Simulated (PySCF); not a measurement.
# input.py for Zn

Input:

```python
from pyscf import gto, scf, cc

mol = gto.M(
    atom='Zn 0 0 0',
    basis='x2c-tzvpall',
    charge=0,
    spin=0,
    symmetry=True,
    verbose=4,
)
mf = scf.RHF(mol)
mf = mf.sfx2c1e()
mf.kernel()
mycc = cc.CCSD(mf, frozen=5)
mycc.kernel()
e = mycc.eaccsd(nroots=4)[0]
print('roots (eV) =', (e*27.211386).round(3))
mf.dip_moment()
print('orbital energies (hartree):', mf.mo_energy[..., max(0, mol.nelec[1]-3):mol.nelec[0]+3].round(4))
```

```bash
$ python input.py
```

The log (some set-up lines removed):

```
PySCF version 2.14.0

[INPUT] Symbol           X                Y                Z      unit          X                Y                Z       unit  Magmom
[INPUT]  1 Zn     0.000000000000   0.000000000000   0.000000000000 AA    0.000000000000   0.000000000000   0.000000000000 Bohr   0.0

nuclear repulsion = 0
point group symmetry = SO3
symmetry origin: [0. 0. 0.]
symmetry axis x: [1. 0. 0.]
symmetry axis y: [0. 1. 0.]
symmetry axis z: [0. 0. 1.]
num. orbitals of irrep s+0 = 6
num. orbitals of irrep p-1 = 5
num. orbitals of irrep p+0 = 5
num. orbitals of irrep p+1 = 5
num. orbitals of irrep d-2 = 4
num. orbitals of irrep d-1 = 4
num. orbitals of irrep d+0 = 4
num. orbitals of irrep d+1 = 4
num. orbitals of irrep d+2 = 4
num. orbitals of irrep f-3 = 1
num. orbitals of irrep f-2 = 1
num. orbitals of irrep f-1 = 1
num. orbitals of irrep f+0 = 1
num. orbitals of irrep f+1 = 1
num. orbitals of irrep f+2 = 1
num. orbitals of irrep f+3 = 1
number of shells = 4
number of NR pGTOs = 95
number of NR cGTOs = 48
basis = x2c-tzvpall
ecp = {}

******** <class 'pyscf.x2c.sfx2c1e.sfX2C1eSymAdaptedRHF'> ********
method = sfX2C1eSymAdaptedRHF
initial guess = minao
damping factor = 0
level_shift factor = 0
DIIS = <class 'pyscf.scf.diis.CDIIS'>
SCF conv_tol = 1e-09
SCF max_cycles = 50

******** <class 'pyscf.x2c.sfx2c1e.SpinFreeX2CHelper'> ********
approx = 1e
xuncontract = 1
Freeze 0 electrons in irreps []
    30 free electrons in irreps s+0 p-1 p+0 p+1 d-2 d-1 d+0 d+1 d+2 f-3 f-2 f-1 f+0 f+1 f+2 f+3
Initial guess from minao.
init E= -1794.2527646088
HOMO (s+0) = -0.291220608686982  LUMO (p-1) = 0.132500413993743  gap/eV = 11.53004
cycle= 1 E= -1794.26146175988  delta_E= -0.0087  |g|= 0.0764  |ddm|= 0.254
HOMO (s+0) = -0.299275491714352  LUMO (p-1) = 0.124637303809044  gap/eV = 11.53525
cycle= 2 E= -1794.2614601161  delta_E= 1.64e-06  |g|= 0.0868  |ddm|= 0.0473
HOMO (s+0) = -0.29818234366701  LUMO (p-1) = 0.124971429818316  gap/eV = 11.51460
cycle= 3 E= -1794.26189652532  delta_E= -0.000436  |g|= 0.00276  |ddm|= 0.0228
HOMO (s+0) = -0.298756995452964  LUMO (p-1) = 0.12396641217783  gap/eV = 11.50289
cycle= 4 E= -1794.26190096946  delta_E= -4.44e-06  |g|= 0.000681  |ddm|= 0.0126
HOMO (s+0) = -0.2987943186141  LUMO (p-1) = 0.123853895457863  gap/eV = 11.50084
cycle= 5 E= -1794.26190106949  delta_E= -1e-07  |g|= 3.48e-05  |ddm|= 0.00189
HOMO (s+0) = -0.298789941861987  LUMO (p-1) = 0.123858888292292  gap/eV = 11.50086
cycle= 6 E= -1794.26190106958  delta_E= -9.14e-11  |g|= 1.06e-06  |ddm|= 2.82e-05
HOMO (s+0) = -0.298790004547162  LUMO (p-1) = 0.123858820015312  gap/eV = 11.50086
Extra cycle  E= -1794.26190106958  delta_E= -1.82e-12  |g|= 1.02e-06  |ddm|= 1.16e-06
converged SCF energy = -1794.26190106958

******** <class 'pyscf.cc.ccsd.CCSD'> ********
CC2 = 0
CCSD nocc = 10, nmo = 43
frozen orbitals 5
max_cycle = 50
direct = 0
conv_tol = 1e-07
conv_tol_normt = 1e-05
Init t2, MP2 energy = -1794.93190452674  E_corr(MP2) -0.670003457155039
Init E_corr(CCSD) = -0.670003457155124
cycle = 1  E_corr(CCSD) = -0.555979059902878  dE = 0.114024397  norm(t1,t2) = 0.0902326
cycle = 2  E_corr(CCSD) = -0.606217303467914  dE = -0.0502382436  norm(t1,t2) = 0.044738
cycle = 3  E_corr(CCSD) = -0.594952340281325  dE = 0.0112649632  norm(t1,t2) = 0.0295376
cycle = 4  E_corr(CCSD) = -0.594334706102404  dE = 0.000617634179  norm(t1,t2) = 0.00627038
cycle = 5  E_corr(CCSD) = -0.595557943235089  dE = -0.00122323713  norm(t1,t2) = 0.00145455
cycle = 6  E_corr(CCSD) = -0.595682352342177  dE = -0.000124409107  norm(t1,t2) = 0.000200951
cycle = 7  E_corr(CCSD) = -0.595619608312335  dE = 6.27440298e-05  norm(t1,t2) = 0.000110164
cycle = 8  E_corr(CCSD) = -0.595616782299887  dE = 2.82601245e-06  norm(t1,t2) = 2.41351e-05
cycle = 9  E_corr(CCSD) = -0.595617919150589  dE = -1.1368507e-06  norm(t1,t2) = 5.28106e-06
cycle = 10  E_corr(CCSD) = -0.595617703178088  dE = 2.15972501e-07  norm(t1,t2) = 1.94936e-06
cycle = 11  E_corr(CCSD) = -0.595617857047457  dE = -1.53869369e-07  norm(t1,t2) = 2.78975e-07
cycle = 12  E_corr(CCSD) = -0.595617830894768  dE = 2.61526896e-08  norm(t1,t2) = 6.83308e-08
CCSD converged
E(CCSD) = -1794.85751890048  E_corr = -0.5956178308947677

******** <class 'pyscf.cc.eom_rccsd.EOMEA'> ********
max_space = 20
max_cycle = 50
conv_tol = 1e-07
partition = None
EOM-CCSD root 0 E = 0.100196159589398  qpwt = 0.960187  conv = True
EOM-CCSD root 1 E = 0.1001961596047005  qpwt = 0.960187  conv = True
EOM-CCSD root 2 E = 0.1001963856736419  qpwt = 0.960187  conv = True
EOM-CCSD root 3 E = 0.2279131820343551  qpwt = 0.979734  conv = True
roots (eV) = [2.726 2.726 2.726 6.202]
Dipole moment(X, Y, Z, Debye):  0.00000, -0.00000, -0.00000
orbital energies (hartree): [-0.7613 -0.7613 -0.2988  0.1239  0.1239  0.1239]
```

In short: E(SCF) = -1794.261901 Eh, 6 cycles, E(CCSD) − E(SCF) = -0.59562 Eh, attachment roots 2.726, 2.726, 2.726, 6.202 eV.

Wall time 6.1 s on one thread of a shared host.

Positive EA roots mean that the added electron is unbound.
